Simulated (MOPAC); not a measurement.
MOPAC input (AM1):

```
AM1 FORCE THERMO(298,298) PRECISE LET GEO-OK AUX(PRECISION=9) THREADS=1
Br2Zn

Zn    0.00000000 1    0.00000000 1   -0.00000000 1
Br   -0.00000000 1   -0.00000000 1    2.11082910 1
Br    0.00000000 1   -0.00000000 1   -2.11082910 1
```

From the output:

```
    Br    3   2.482031   0.133302   2.607304

          HEAT OF FORMATION =     -63.147142 KCALS/MOLE

          ZERO POINT ENERGY       1.144 KCAL/MOL

           NORMAL COORDINATE ANALYSIS (Total motion = 1 Angstrom)

   Root No.       1         2         3         4

                 1 Piu     1 Piu     1 Sig     1 Siu

                  66.8      66.8     240.9     426.0

           1   -0.0000   -0.0000   -0.0000    0.5500
           2    0.5500   -0.0033    0.0000   -0.0000
           3    0.0033    0.5500    0.0000    0.0000
           4    0.0000    0.0000    0.5000   -0.2250
           5   -0.2250    0.0014   -0.0000    0.0000
           6   -0.0014   -0.2250    0.0000   -0.0000
           7    0.0000    0.0000   -0.5000   -0.2250
           8   -0.2250    0.0014   -0.0000    0.0000
           9   -0.0014   -0.2250   -0.0000   -0.0000

           MASS-WEIGHTED COORDINATE ANALYSIS (NORMAL COORDINATES)

   Root No.       1         2         3         4

                 1 Piu     1 Piu     1 Sig     1 Siu

                  66.8      66.8     240.9     426.0

           1   -0.0000   -0.0000   -0.0000    0.8424
           2    0.8424   -0.0051    0.0000   -0.0000
           3    0.0051    0.8424    0.0000    0.0000
           4    0.0000    0.0000    0.7071   -0.3810
           5   -0.3810    0.0023   -0.0000    0.0000
           6   -0.0023   -0.3810    0.0000   -0.0000
           7    0.0000    0.0000   -0.7071   -0.3810
           8   -0.3810    0.0023   -0.0000    0.0000
           9   -0.0023   -0.3810   -0.0000   -0.0000

          DESCRIPTION OF VIBRATIONS

 VIBRATION          2    1Piu        ATOM PAIR     ENERGY CONTRIBUTION    RADIAL
 FREQUENCY            66.78         Zn1 -- Br2         +50.0% ( 85.5%)      0.0%
 TRANSITION DIPOLE   2.3211         Zn1 -- Br3         +50.0% ( 85.5%)      0.0%
 TRAVEL (Ang.)       0.1668
 REDUCED MASS       36.2947
 EFFECTIVE MASS     69.4469
 FORCE CONSTANT      0.0954

 VIBRATION          3    1Sig        ATOM PAIR     ENERGY CONTRIBUTION    RADIAL
 FREQUENCY           240.94         Zn1 -- Br2         +50.0% ( 69.1%)    100.0%
 TRANSITION DIPOLE   0.0000         Zn1 -- Br3         +50.0% ( 69.1%)    100.0%
 TRAVEL (Ang.)       0.0837
 REDUCED MASS       39.9520
 EFFECTIVE MASS     79.9040
 FORCE CONSTANT      1.3665

 VIBRATION          4    1Siu        ATOM PAIR     ENERGY CONTRIBUTION    RADIAL
 FREQUENCY           426.01         Zn1 -- Br3         +50.0% ( 86.8%)    100.0%
 TRANSITION DIPOLE   5.1563         Zn1 -- Br2         +50.0% ( 86.8%)    100.0%
 TRAVEL (Ang.)       0.0660
 REDUCED MASS       36.2947
 EFFECTIVE MASS     69.4469
 FORCE CONSTANT      3.8809

      SYMMETRY NUMBER FOR POINT-GROUP D*h =  2

          SYSTEM IS A GROUND STATE

 Br2Zn

          MOLECULE IS LINEAR

          THERE ARE  4 GENUINE VIBRATIONS IN THIS SYSTEM
          THIS THERMODYNAMICS CALCULATION IS LIMITED TO
          MOLECULES WHICH HAVE NO INTERNAL ROTATIONS

                    CALCULATED THERMODYNAMIC PROPERTIES
                                          *
   TEMP. (K)   PARTITION FUNCTION   H.O.F.    ENTHALPY  HEAT CAPACITY ENTROPY
                                   KCAL/MOL   CAL/MOLE    CAL/K/MOL  CAL/K/MOL

 298.00  VIB.     0.2195D+02                  1495.3077     7.1308    11.1561
         ROT.     0.4374D+04                   592.1869     1.9872    18.6469
         INT.     0.9603D+05                  2087.4945     9.1180    29.8030
         TRA.     0.3267D+28                  1480.4672     4.9680    42.1355
         TOT.                      -63.147    3567.9617    14.0860    71.9385

   *: NOTE: HEATS OF FORMATION ARE RELATIVE TO THE
            ELEMENTS IN THEIR STANDARD STATE AT 298K
              (=  Standard Enthalpy of Formation).

            Hvib:  Zero-point energy is not included.
                   frequencies of less than zero cm-1 are not included.
            Hrot = (3/2)RT
            Htra = (3/2)RT + pV = (5/2)RT

            Heat capacity is Cp, not Cv

          For more information, see: HTTP://OpenMOPAC.net/Manual/thermochemistry.html

           FORCE CONSTANT IN CARTESIAN COORDINATES (Millidynes/A)

    ATOM   CHEMICAL       X               Y               Z
   NUMBER   SYMBOL  FORCE CONSTANT  FORCE CONSTANT  FORCE CONSTANT

      1      Zn        4.961179        0.121923        0.121923
      2      Br        2.606809        0.030647        0.030647
      3      Br        2.606809        0.030647        0.030647

 **********************
 *                    *
 * JOB ENDED NORMALLY *
 *                    *
 **********************

 == MOPAC DONE ==
```
